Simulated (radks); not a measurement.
Results of a calculation; reference values are marked as such.
How relativity changes the ionisation of the nickel ion Ni3+ ([Ar] 3d7) to Ni4+ ([Ar] 3d6). Spin-unpolarised spherical Kohn-Sham, PBE, point nucleus unless stated (finite: rms radius 3.7757 fm), a radial shooting solver on a logarithmic mesh with Libxc functionals. A level marked "c x" has the speed of light scaled by that factor and shares open shells by 2j + 1; other Dirac levels either fill j = l - 1/2 first or share by 2j + 1.

| level | E(Ni3+) (hartree) | E(Ni4+) (hartree) | IE (eV) | HOMO | <r> HOMO (bohr) |
|---|---|---|---|---|---|
| non-rel. | -1505.63481 | -1503.50685 | 57.905 | 3d | 0.8924 |
| scalar-rel. | -1518.18008 | -1516.06493 | 57.556 | 3d | 0.8961 |
| scalar-rel., finite nucleus | -1518.17416 | -1516.05901 | 57.556 | 3d | 0.8961 |
| Dirac, 2j+1 shares | -1518.22185 | -1516.10675 | 57.555 | 3d5/2 | 0.8978 |
| Dirac, low j first | -1518.23380 | -1516.12428 | 57.403 | 3d5/2 | 0.8982 |
| Dirac, 2j+1 shares, finite nucleus | -1518.21593 | -1516.10083 | 57.555 | 3d5/2 | 0.8978 |
| Dirac, c x 0.75 | -1528.38244 | -1526.27724 | 57.285 | 3d5/2 | 0.9022 |
| Dirac, c x 1.25 | -1513.63063 | -1511.51092 | 57.680 | 3d5/2 | 0.8959 |
| Dirac, c x 10 | -1505.75815 | -1503.63032 | 57.901 | 3d5/2 | 0.8924 |

NIST Atomic Spectra Database: 54.9 eV (semi-empirical). The relativistic part of the total energy of Ni3+ is -12.58 hartree (Dirac, 2j+1 shares, finite nucleus), 0.84 % of the non-relativistic value. Spin polarisation and multiplet splitting of open shells are left out at every level.

Beside tabulated values, note that spin-unpolarised runs miss the spin-polarisation part of the exchange energy of open shells.
